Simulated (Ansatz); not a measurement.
`[CH3][Zn][N](C)C` → `[CH3][ZnH]` + `C=NC` at 700 K and 1 bar (β-hydride elimination).

Calculated with Ansatz (gas phase, PBE0-D4/def2-TZVP geometries, no zero-point term in ΔE). CCSD(T)/CBS is the MP2 limit (def2-TZVPP, def2-QZVPP) plus CCSD(T) − MP2 in def2-TZVPP, frozen cores. For Zn outer-core shells are correlated without core-valence functions, which leaves a few kJ/mol of doubt a bond. Scalar relativity is left out up to krypton. Each species was taken in one conformer, which may not be the lowest.

| species | CCSD(T)/CBS energy (Eh) | H − E (kJ/mol) | S (J/(mol·K)) |
| --- | --- | --- | --- |
| `[CH3][Zn][N](C)C` | -1952.64462 | 397.1 | 526.7 |
| `[CH3][ZnH]` | -1818.81862 | 151.0 | 315.8 |
| `C=NC` | -133.77870 | 225.1 | 327.9 |

H − E and S are ideal-gas, rigid-rotor, harmonic terms from PBE0-D4/def2-TZVP, for one conformer and one mirror image of each species. 1 Eh = 2625.50 kJ/mol, R = 8.31446 J/(mol·K).

Q: By hand: ΔE, ΔH, ΔS and ΔG.

A: ΔE = (-1818.81862) + (-133.77870) − (-1952.64462) = 0.04730 Eh = 124.2 kJ/mol. Δ(H − E) = 151.0 + 225.1 − 397.1 = -21.0, so ΔH = 103.2 kJ/mol. ΔS = 315.8 + 327.9 − 526.7 = 117.0 J/(mol·K). ΔG = 103.2 − 700 × (117.0)/1000 = 21.3 kJ/mol.

Q: By hand: the equilibrium constant, and the temperature at which ΔG would vanish if ΔH and ΔS stayed fixed.

A: log₁₀ K = −ΔG/(RT ln 10) = -1.6. ΔG = 0 at ΔH/ΔS = 882 K.

The number of gas molecules changes by +1, which sets the sign of ΔS. A doubt of 5 kJ/mol in ΔE shifts log₁₀ K by 0.4 here. Other conformers and mirror images would add mixing entropy, several J/(mol·K) or more a flexible species. Modes under 60 cm⁻¹, often nearly free rotors, make the harmonic entropy too high. These are equilibria of isolated gas molecules and say nothing of rates. Largest T1 diagnostic: 0.014 (customary marks: 0.02 for closed shells, 0.045 for open ones).
